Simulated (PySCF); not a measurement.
Fractional electron number in C²⁺ (carbon, charge +2)

The 2s beta orbital of [He] 2s2 is emptied in steps (occupation f), with all orbitals relaxed, ending at [He] 2s1. All numbers are calculated (PySCF 2.14, the non-relativistic Hamiltonian (point nucleus), in aug-pcseg-2 (5s4p3d2f, 46 functions)). The exact energy is a straight line in f; departures are measured from the line between the end points of the same method.

| f | UHF (eV) | LDA (eV) | LC-wPBE (eV) | BHandHLYP (eV) | CAM-B3LYP (eV) |
| --- | --- | --- | --- | --- | --- |
| 1 | 0.000 | 0.000 | 0.000 | 0.000 | 0.000 |
| 0.75 | 0.049 | -1.257 | -0.351 | -0.645 | -0.672 |
| 0.5 | 0.064 | -1.645 | -0.451 | -0.867 | -0.892 |
| 0.25 | 0.046 | -1.197 | -0.327 | -0.665 | -0.672 |
| 0 | 0.000 | 0.000 | 0.000 | 0.000 | 0.000 |

```
   method  E(f=0) − E(f=1) (eV)  −ε at f=1 (eV)  −ε at f=0.5 (eV)
      UHF                45.836          46.110            45.827
      LDA                46.991          40.204            47.146
  LC-wPBE                47.269          45.334            47.336
BHandHLYP                47.090          43.660            47.040
CAM-B3LYP                47.272          43.665            47.276
```

Orbital energy along the path (eV):

```tsv
f	UHF	LDA	LC-wPBE	BHandHLYP	CAM-B3LYP
1	-46.110	-40.204	-45.334	-43.660	-43.665
0.75	-45.960	-43.715	-46.384	-45.359	-45.495
0.5	-45.827	-47.146	-47.336	-47.040	-47.276
0.25	-45.707	-50.374	-48.174	-48.777	-49.036
0	-45.598	-52.476	-47.962	-50.460	-50.703
```

As f goes to zero the orbital energy of a semilocal functional can turn back, because the density of that orbital vanishes from the exchange-correlation potential.

Reference removal energy between the ground levels: 47.888 eV (measured; NIST Atomic Spectra Database, ionization energies). UHF lacks correlation.
